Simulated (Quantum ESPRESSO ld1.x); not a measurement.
Values are calculated unless marked as measured or tabulated.
Problem. Ne5+, 5 electrons, occupied as [He] 2s2 2p1. Code: ld1.x of Quantum ESPRESSO 7.5. Model: non-relativistic Kohn-Sham, LDA (Slater exchange, Perdew-Wang correlation), spin-polarised, spherical densities, point nucleus; open shells are filled with parallel spins first. Some entries of the table are withheld. Estimate them.

orbital,occ.,eigenvalue (hartree),<1/r> (bohr^-1),<r> (bohr)
1s up,1,-36.3498,9.578,0.1584
1s down,1,-36.2804,9.592,0.1581
2s up,1,-5.93743,1.997,0.7350
2s down,1,-5.79890,1.974,0.7419
2p up,1,-5.23064,1.926,(1)
2p down,0,-5.07284,1.906,(2)
3s up,0,-2.06172,0.7705,1.880
3s down,0,-2.03405,0.7612,1.901
3p up,0,-1.86763,0.7402,(3)
3p down,0,-1.83805,0.7313,(4)

Solution. 
(1) 2p up <r> (bohr): 0.6632
(2) 2p down <r> (bohr): 0.6720
(3) 3p up <r> (bohr): 1.882
(4) 3p down <r> (bohr): 1.909
